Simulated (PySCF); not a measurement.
H2O2Y, SMILES [OH][Y][OH] (connectivity only; charge and spin as stated), neutral, multiplicity 2. Coordinates come from a r2SCAN-D4/def2-TZVP optimisation. The def2 effective core potentials stand for the cores of Y; spin–orbit coupling is left out. The values are those of a single conformer.

The numbers are results of r2SCAN-D4/def2-TZVP (PySCF), not measurements.

Harmonic wavenumbers (cm⁻¹): 119, 303, 361, 363, 373, 625, 643, 3928, 3929. Rotational constants (GHz): 17.54, 4.788, 3.761; symmetry number 2.

Problem. Work out the zero-point energy and the ideal-gas rigid-rotor harmonic-oscillator thermochemistry at 298.15 K and 1 atm.

Solution. ZPE = ½ Σ hcν = ½ × 10643 cm⁻¹ = 63.66 kJ/mol. H − E(el) = 79.96 kJ/mol. Entropy in J/(mol K): translation 168.75, rotation 96.47, vibration 35.98, spin 5.76, total 306.96. G − E(el) = -11.56 kJ/mol. Cp = 75.74 J/(mol K). Modes under 150 cm⁻¹ make the vibrational entropy uncertain.
